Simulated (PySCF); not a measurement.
**Stretching HgH⁺**

Set-up: Hg def2-SVPD with ECP60, H def2-SVPD; scalar-relativistic core potentials (PySCF 2.14). Energies in eV from Hg⁺ + H in their ground configurations at the same level. State: ¹Σ⁺ (singlet), closed shell.

| R (Å) | PBE |
| --- | --- |
| 1.384 | -2.252 |
| 1.448 | -2.556 |
| 1.512 | -2.729 |
| 1.561 | -2.794 |
| 1.609 | -2.816 |
| 1.657 | -2.804 |
| 1.722 | -2.747 |
| 1.802 | -2.628 |
| 1.899 | -2.442 |
| 2.027 | -2.154 |

Question: Put a parabola through the three lowest points of the PBE curve and estimate Re, k and ωe (reduced mass 1.003 u; 1 eV/Å² = 0.16022 mdyn/Å; ωe = 1302.8·√(k/μ) cm⁻¹).

Answer: Through R = 1.561, 1.609, 1.657 Å the second-order coefficient is 7.38 eV/Å², so Re ≈ 1.616 Å, k ≈ 2.36 mdyn/Å and ωe ≈ 2000 cm⁻¹. A polynomial fit of higher order to the unrounded PBE energies gives Re = 1.614 Å, k = 2.28 mdyn/Å, ωe = 1965 cm⁻¹; anharmonicity and rounding make the difference.

The higher-order fit for each curve: PBE: Re = 1.614 Å, ωe = 1965 cm⁻¹, De = 2.82 eV.

Spin–orbit coupling is left out. For an ion De counts to the pair picked by the measured ionisation energies or electron affinities, which need not be the lowest pair at this level.
